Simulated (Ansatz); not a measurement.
Born–Oppenheimer molecular dynamics of BF₂H₅Si (9 atoms, charge 0, multiplicity 1). It starts at the highest image of a converged band. Of that band: Neighbouring images differ by up to 2.6 eV, so the band resolves the path poorly. A vibrational analysis at the climbing image gives one clearly imaginary mode, 1566i cm⁻¹: a first-order saddle point.

Theory: Ansatz 0.2.0, RHF/def2-SVP.

```
ensemble                      : NVE (velocity Verlet)
time step                     : 0.5 fs
steps asked                   : 200
starting velocities drawn for : 300 K
seed                          : 4724
```

First frame:

```xyz
9
Properties=species:S:1:pos:R:3
B -0.053 -0.199 0.180
H 0.269 0.556 1.261
F 0.882 0.013 -0.765
F -1.345 0.040 -0.113
Si 0.105 -2.332 0.787
H -0.396 -2.905 -0.482
H 1.495 -2.768 1.048
H -0.768 -2.731 1.916
H 0.287 -0.463 1.368
```

Problem. What does the run give?

Solution. The run went to its last step.

```
steps done                                               : 200
time covered                                             : 100 fs
mean temperature over the second half                    : 2810 K
spread of the potential energy over the second half      : 29.8 meV per atom
mean potential energy of the second half above the start : -252.5 meV per atom
```

The conserved energy stayed within 1.2 meV per atom of its start (net change -0.53 meV per atom), so the integration is sound. The kinetic energy rose, since the run started high on the potential surface and went downhill. It ends in pieces (BF2H + H4Si), so much of that is their flight and rotation, not heat. A run of 0.1 ps of so small a system gives no equilibrium averages. The orbitals stay closed-shell, which can raise the energy where a bond breaks towards radicals; this wasn't checked here.

Problem. What happens to the structure?

Solution. Between its relaxed ends the band would form B1–Si5, H2–H9 and break B1–H2, Si5–H9. These pairs go: B1–Si5 2.22 → 4.38 Å, H2–H9 1.02 → 4.68 Å, B1–H2 1.36 → 1.26 Å, Si5–H9 1.97 → 1.48 Å. In the last frame they stand as before the step (other bonds may differ from the relaxed reactants and products). These pairs come and go: their bonding changes 10 times, last at 96 of 100 fs, so the outcome isn't settled. Also parted: B1–H9 1.26 → 4.80 Å. It ends as BF2H + H4Si. Pairs count as bonded within 1.25 times the sum of covalent radii (0.12 Å more for H–H). Another seed would give other details.

Problem. How do temperature and energy run in time?

Solution. 
| time (fs) | T (K) | potential energy less start (eV) | conserved less start (meV/atom) |
| --- | --- | --- | --- |
| 0.0 | 300 | 0.000 | 0.00 |
| 3.0 | 247 | 0.049 | 0.08 |
| 6.0 | 442 | -0.127 | 0.17 |
| 9.0 | 1389 | -0.986 | -0.17 |
| 12.0 | 1443 | -1.033 | 0.11 |
| 15.0 | 2541 | -2.038 | -1.12 |
| 18.0 | 1953 | -1.495 | 0.08 |
| 21.0 | 1696 | -1.262 | 0.07 |
| 24.0 | 2315 | -1.826 | -0.23 |
| 27.0 | 2293 | -1.803 | 0.10 |
| 30.0 | 2913 | -2.369 | -0.55 |
| 33.0 | 2639 | -2.118 | -0.11 |
| 36.0 | 2127 | -1.651 | 0.26 |
| 39.0 | 2855 | -2.315 | -0.39 |
| 42.0 | 2512 | -2.000 | 0.18 |
| 45.0 | 2959 | -2.412 | -0.70 |
| 48.0 | 2391 | -1.891 | 0.08 |
| 51.0 | 2222 | -1.739 | 0.08 |
| 54.0 | 2946 | -2.396 | -0.21 |
| 57.0 | 3008 | -2.451 | -0.07 |
| 60.0 | 3254 | -2.676 | -0.43 |
| 63.0 | 2996 | -2.440 | -0.06 |
| 66.0 | 2673 | -2.146 | 0.16 |
| 69.0 | 3274 | -2.694 | -0.32 |
| 72.0 | 2781 | -2.244 | 0.10 |
| 75.0 | 2953 | -2.407 | -0.63 |
| 78.0 | 2496 | -1.987 | 0.07 |
| 81.0 | 2523 | -2.011 | 0.01 |
| 84.0 | 3056 | -2.496 | -0.25 |
| 87.0 | 2671 | -2.145 | 0.10 |
| 90.0 | 3004 | -2.451 | -0.47 |
| 93.0 | 2802 | -2.265 | -0.14 |
| 96.0 | 2310 | -1.817 | 0.17 |
| 99.0 | 2764 | -2.233 | -0.29 |

Time of the run: 3.2 min on 1 thread of Arm Neoverse V2, with other jobs on the host, peak memory 0.14 GiB.
